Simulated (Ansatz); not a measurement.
Start from `[NH2][Al]([SH])[Cl]` and change one atom or group to get `[NH2][Al]([Cl])[Br]`.

Ansatz, PBE0-D4/def2-TZVP geometries, multiplicity 1. Each molecule was computed in one conformer, which needn't be the lowest.

Scalar relativity is left out up to krypton.

```csv
property,`[NH2][Al]([SH])[Cl]`
LUMO energy (B3LYP/def2-TZVPP) / eV,-0.70
size of the dipole moment (PBE/def2-TZVPP) / D,2.84
HOMO energy (B3LYP/def2-TZVPP) / eV,-7.36
"ideal-gas entropy at 298 K and 1 bar (rigid rotor, harmonic PBE0-D4/def2-TZVP) / J/(mol·K)",342
HOMO energy (PBE/def2-TZVPP) / eV,-6.30
HOMO–LUMO gap (PBE0/def2-TZVPP) / eV,7.21
```

(1) Give the same properties after the change, and the shifts. (Estimate.)

## Answers

(1) Ansatz gave: 
| property | `[NH2][Al]([Cl])[Br]` | shift |
| --- | --- | --- |
| LUMO energy (B3LYP/def2-TZVPP) / eV | -0.97 | -0.27 |
| size of the dipole moment (PBE/def2-TZVPP) / D | 2.27 | -0.57 |
| HOMO energy (B3LYP/def2-TZVPP) / eV | -7.75 | -0.39 |
| ideal-gas entropy at 298 K and 1 bar (rigid rotor, harmonic PBE0-D4/def2-TZVP) / J/(mol·K) | 340 | -2 |
| HOMO energy (PBE/def2-TZVPP) / eV | -6.59 | -0.29 |
| HOMO–LUMO gap (PBE0/def2-TZVPP) / eV | 7.31 | 0.10 |

With PBE0 the HOMO falls by 0.38 eV and the LUMO falls by 0.28 eV, so the gap widens by about 0.10 eV. PBE moves the HOMO by -0.29 eV and ωB97M-V by -0.51 eV. The zero-point energy changes by -21.5 kJ/mol with -3 modes. Dipoles are sizes alone; their direction can turn.

B3LYP here is the variant with VWN-RPA as its local correlation; programs differ in this.

Spin–orbit coupling is left out; it splits and shifts lone-pair levels of the heavy atoms by tenths of an eV.
